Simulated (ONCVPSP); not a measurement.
Before and after: ONCV potential for germanium (Ge)

ONCVPSP 4.0.1 input, shortened (lines: element, Z, core and valence counts, functional; n l f; lmax; l rc ep ncon nbas qcut; lloc lpopt rc5 dvloc0; l nproj debl; icmod fcfact rcfact), LDA (Perdew-Wang 92), scalar-relativistic:

```
  Ge 32.00    5    3  -001012      upf
    1    0    2.00
    2    0    2.00
    2    1    6.00
    3    0    2.00
    3    1    6.00
    3    2   10.00
    4    0    2.00
    4    1    2.00
    2
    0    1.90    0.00    3    6    2.80
    1    1.60    0.00    4    7    4.10
    2    1.30    0.00    4    9   13.70
    4    4    0.95    4.00
    0    3    1.20
    1    3    3.10
    2    2    1.80
    1    0.35    0.00
```

Change: all radii but the core radius scaled by about 1.28 (s 2.42, p 2.04, d 1.66 bohr); local potential polynomial inside 1.22 bohr (lpopt 4, dvloc0 4 Ha).

Cutoffs: the cutoffs (Ha) at which the residual kinetic energy of the hardest occupied pseudo-wave falls to 1 and 0.1 mHa per electron; they do not see the model core or the augmentation charge, which bear on the density cutoff. Errors are all-electron minus pseudo energies relative to the spin-unpolarised reference configuration.

Problem. What does the change do?

Solution. The potential gets softer (70 Ha and 79 Ha → 55 Ha and 63 Ha); the bound ghost in p disappears; of the 4 tests that both files solve, the error grows in 3 and shrinks in 1 by more than 15 % and 0.3 meV (median size 7.1 → 28.0 meV). A larger radius leaves more room for a smooth pseudo-wave, so fewer plane waves are needed.

```tsv
quantity	base	changed
cutoff, loose	70 Ha	55 Ha
cutoff, tight	79 Ha	63 Ha
loose cutoff by channel	s 21 Ha, p 6.5 Ha, d 70 Ha	s 4.3 Ha, p 6.2 Ha, d 55 Ha
bound ghosts	p	none
GHOST(+) flags under 300 eV	s at 196.6 eV	s at 203.6 eV
error for 3d10 4s2 4p1, meV [ΔE 7.63 eV]	-1.3	+0.8
error for 3d10 4s2 4p0, meV [ΔE 23.34 eV]	-3.8	+13
error for 3d10 4s1 4p0, meV [ΔE 58.56 eV]	-34	-106
error for 3d10 4s1 4p3, meV [ΔE 8.05 eV]	-10	-43
rms error of d²Exc/dni dnj with the model core, mHa	2.48	1.98
```

 A true bound ghost makes a file unfit for plane-wave use even where its test errors are small: the radial tests pick states by their node count and pass the ghost by.
